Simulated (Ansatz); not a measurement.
`[F][Sc]([Cl])[Cl]` + NH₃ → `[NH2][Sc]([Cl])[Cl]` + H–F at 298.15 K and 1 bar (ligand exchange at the Sc–F bond).

Computed with Ansatz on PBE0-D4/def2-TZVP structures; ΔE is electronic, products minus reactants. CCSD(T)/CBS adds triple-zeta CCSD(T) − MP2 to the extrapolated MP2 energy (def2 sets, frozen cores). This one scheme is used for every species. For Sc outer-core shells are correlated without core-valence functions, which leaves a few kJ/mol of doubt a bond. Scalar relativity is left out up to krypton. Each species was taken in one conformer, which may not be the lowest.

```json
{"species": "`[F][Sc]([Cl])[Cl]`", "CCSD(T)/CBS energy (Eh)": "-1779.77783", "H − E (kJ/mol)": "28.8", "S (J/(mol·K))": "333.5"}
{"species": "NH₃", "CCSD(T)/CBS energy (Eh)": "-56.50880", "H − E (kJ/mol)": "100.5", "S (J/(mol·K))": "192.4"}
{"species": "`[NH2][Sc]([Cl])[Cl]`", "CCSD(T)/CBS energy (Eh)": "-1735.85093", "H − E (kJ/mol)": "90.7", "S (J/(mol·K))": "346.7"}
{"species": "H–F", "CCSD(T)/CBS energy (Eh)": "-100.39570", "H − E (kJ/mol)": "33.5", "S (J/(mol·K))": "173.6"}
```

H − E and S are ideal-gas, rigid-rotor, harmonic terms from PBE0-D4/def2-TZVP, for one conformer and one mirror image of each species. 1 Eh = 2625.50 kJ/mol, R = 8.31446 J/(mol·K).

Problem. By hand: ΔE, ΔH, ΔS and ΔG.

Solution. ΔE = (-1735.85093) + (-100.39570) − (-1779.77783) − (-56.50880) = 0.04000 Eh = 105.0 kJ/mol. Δ(H − E) = 90.7 + 33.5 − 28.8 − 100.5 = -5.1, so ΔH = 99.9 kJ/mol. ΔS = 346.7 + 173.6 − 333.5 − 192.4 = -5.6 J/(mol·K). ΔG = 99.9 − 298.15 × (-5.6)/1000 = 101.6 kJ/mol.

Problem. By hand: the equilibrium constant, and the temperature at which ΔG would vanish if ΔH and ΔS stayed fixed.

Solution. log₁₀ K = −ΔG/(RT ln 10) = -17.8. ΔH and −TΔS have one sign here, so there is no such temperature.

The number of gas molecules stays the same, so ΔS is small and ΔH decides. A doubt of 5 kJ/mol in ΔE shifts log₁₀ K by 0.9 here. Other conformers and mirror images would add mixing entropy, several J/(mol·K) or more a flexible species. These are equilibria of isolated gas molecules and say nothing of rates. Largest T1 diagnostic: 0.015 (customary marks: 0.02 for closed shells, 0.045 for open ones).

ΔS is within the doubt of such terms, so its sign, and with it that verdict, could turn.
